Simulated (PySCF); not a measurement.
1-fluorobuta-1,2-diene (C₄H₅F), SMILES C(F)=C=CC. Geometry optimised at PBE-D3(BJ)/def2-SVP.

**Question.** Give the equilibrium geometry at PBE-D3(BJ)/def2-SVP (PySCF confirms it by a frequency run) as Cartesian coordinates in Å. (The exact figures need the calculation; the answer reports its results.)

**Answer.** 
```xyz
10

C     -2.2052    -0.8106    -0.2360
C     -1.2842     0.3442     0.0525
C      0.0185     0.2618     0.2557
C      1.3099     0.1662     0.5025
F      2.2631     0.2417    -0.4565
H     -1.6629    -1.7745    -0.2552
H     -2.7114    -0.6692    -1.2148
H     -3.0091    -0.8694     0.5285
H     -1.7555     1.3475     0.0919
H      1.7373     0.0213     1.5104
```
Charge 0, spin multiplicity 1.
